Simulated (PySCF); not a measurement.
**Excitation energy of Pb by level of theory**

Pb [Xe] 4f14 5d10 6s2 6p2 (3P) → Pb [Xe] 4f14 5d10 6s1 6p2 7s1 (5P), as a difference of total energies. Calculation: PySCF 2.14, in aug-cc-pVQZ-PP with one added diffuse shell each of s, p, d, f, g type with ECP60MDF (8s8p6d4f3g, 117 functions); scalar relativity through the core potential. Correlated levels: valence: 5s2 5p6 5d10 frozen. The calculations carry no spin-orbit coupling.

```tsv
method	excitation energy (eV)
UHF	9.569
LDA	12.011
PBE	11.633
PBE0	11.357
r2SCAN	11.480
B2PLYP	11.246
BLYP	11.897
TPSSh	11.492
MP2 (valence)	10.326
SCS-MP2 (valence)	10.595
```

Q: How much does correlation contribute at MP2 (valence)?

A: 10.326 − (9.569) = 0.757 eV, measured against UHF.

Spin-orbit coupling is strong in these open shells (close to jj coupling). The scalar numbers leave it out and a first-order estimate fails, so it can dominate the gap to the real levels.

The upper state lies above the first ionisation limit. A Rydberg-like electron needs more diffuse functions than a valence basis has.

The promoted electron is Rydberg-like, and one or two diffuse shells describe it only roughly, which tends to raise the upper state.
